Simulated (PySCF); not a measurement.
## Tellurium: a sound run and one with changed settings

Sound run: Te [Kr] 4d10 5s2 5p4, Te⁺ [Kr] 4d10 5s2 5p3. All numbers are calculated (PySCF 2.14, scalar relativity by spin-free X2C-1e, in x2c-TZVPall). The sound run starts from symmetry-adapted Hartree-Fock orbitals and uses a fine grid where one is needed.

A second run was set up differently.

```csv
species,method,sound run (hartree),changed run (hartree),converged
Te,UHF,-6790.85438,-6790.85438,yes
Te,LDA,-6787.33995,-6787.34001,yes
Te,r2SCAN,-6793.70345,-6793.70450,yes
Te⁺,UHF,-6790.56954,-6790.56954,yes
Te⁺,LDA,-6787.00830,-6787.00830,yes
Te⁺,r2SCAN,-6793.38048,-6793.38048,yes
```

Ionisation energy of Te:

```
method  sound run (eV)  changed run (eV)
   UHF           7.751             7.751
   LDA           9.025             9.026
r2SCAN           8.789             8.817
```

Problem. What was changed?
A. minimal basis
B. too few SCF iterations
C. angular grid far too coarse
D. basis contracted for another Hamiltonian

Solution. C. It used 26 angular points. A coarse angular grid integrates products of high-l functions wrongly, so density functionals can shift, and the SCF can exploit the error; Hartree-Fock and MP2 need no grid.
